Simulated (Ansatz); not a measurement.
A nudged elastic band was laid between two geometries of CH$_{4}$GeS (7 atoms, charge 0, multiplicity 1).

Theory: RKS PBE/def2-SVP in Ansatz.

```yaml
movable_images: 7
climbing_image: yes
spring: 5.0 eV/Å²
optimiser: quadratic models (default)
start_path: IDPP
force_threshold: 0.05 eV/Å
iteration_limit: 60
end_points: relaxed
```

First end point:

```xyz
7
Properties=species:S:1:pos:R:3
S -0.337 -2.052 1.248
C -0.531 -1.029 -0.005
Ge 0.355 0.741 -0.100
H -1.189 -1.316 -0.857
H 0.007 1.456 -1.435
H -0.129 1.598 1.096
H 1.886 0.534 0.008
```

Last end point:

```xyz
7
Properties=species:S:1:pos:R:3
S -1.437 -1.682 -1.053
C -0.478 -1.041 0.098
Ge 0.391 0.731 -0.022
H -0.280 -1.618 1.032
H 0.021 1.383 -1.373
H -0.086 1.610 1.168
H 1.930 0.550 0.105
```

Task: What changes between the two ends?

Result: No bond is made or broken. The dihedral S1–C2–Ge3–H7 goes from 57 to -122°.

Task: Give the energies along the band, and the barrier.

Result: The forces met the threshold. The highest image is number 0 of 0 to 8, 0.000 eV above the first end and 0.013 eV above the last; the last end lies 0.013 eV below the first. The highest image is an end point: on this band no image between the ends rises above it. Between wells the path still climbs a hump at image 5, 0.01 eV above the well before it.

| image | path coordinate (Å) | energy (eV) | dihedral S1–C2–Ge3–H7 (°) |
| --- | --- | --- | --- |
| 0 | 0.00 | 0.000 | 57 |
| 1 | 0.56 | -0.005 | 34 |
| 2 | 1.11 | -0.012 | 12 |
| 3 | 1.67 | -0.012 | -11 |
| 4 | 2.22 | -0.005 | -33 |
| 5 | 2.78 | 0.000 | -56 |
| 6 | 3.29 | -0.003 | -77 |
| 7 | 3.81 | -0.009 | -99 |
| 8 | 4.32 | -0.013 | -122 |

Time of the run: 110 s on 1 thread of Arm Neoverse V2, on a shared host, peak memory 0.12 GiB.
